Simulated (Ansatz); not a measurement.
Reaction (formal exchange of groups at a Ga–C bond): `[BH2][GaH][CH2]CF` + `C#COCC` → `[BH2][GaH][O]CC` + `C#CCCF`

Gas-phase electronic energies from Ansatz, PBE0-D4/def2-TZVP geometries. CCSD(T)/CBS is the MP2 limit (def2-TZVPP, def2-QZVPP) plus CCSD(T) − MP2 in def2-TZVPP, frozen cores. DFT in def2-TZVPP. B3LYP here is the variant with VWN-RPA as its local correlation; programs differ in this. For Ga outer-core shells are correlated without core-valence functions, which leaves a few kJ/mol of doubt a bond. Scalar relativity is left out up to krypton. Each species was taken in one conformer, which may not be the lowest.

```
             level  ΔE (kJ/mol)  difference from CCSD(T)/CBS
            PBE-D4       -112.4                         19.1
         r2SCAN-D4       -118.0                         13.5
           PBE0-D4       -117.3                         14.2
          B3LYP-D4       -124.9                          6.6
           ωB97X-V       -123.3                          8.2
           ωB97M-V       -120.7                         10.8
            B2PLYP       -131.1                          0.4
               PBE       -113.9                         17.6
            r2SCAN       -118.3                         13.2
              PBE0       -118.5                         13.0
             B3LYP       -127.3                          4.2
     HF/def2-TZVPP       -144.3                        -12.8
    MP2/def2-TZVPP       -133.1                         -1.6
SCS-MP2/def2-TZVPP       -136.9                         -5.4
   CCSD/def2-TZVPP       -132.9                         -1.4
CCSD(T)/def2-TZVPP       -129.8                          1.7
     HF/def2-QZVPP       -146.2                        -14.7
    MP2/def2-QZVPP       -134.8                         -3.3
SCS-MP2/def2-QZVPP       -138.7                         -7.2
      HF/CBS(def2)       -146.5                        -15.0
     MP2/CBS(def2)       -134.8                         -3.3
    CCSD/CBS(def2)       -134.6                         -3.1
       CCSD(T)/CBS       -131.5                            0
```

Largest T1 diagnostic among the species: 0.014.

In def2-TZVPP, CCSD(T) changes the Hartree–Fock value by +14.4 kJ/mol (the triples alone add +3.1 kJ/mol) and MP2 by +11.1 kJ/mol. From PBE to PBE0 (25 % exact exchange), in def2-TZVPP and without D4, ΔE moves by −4.6 kJ/mol.
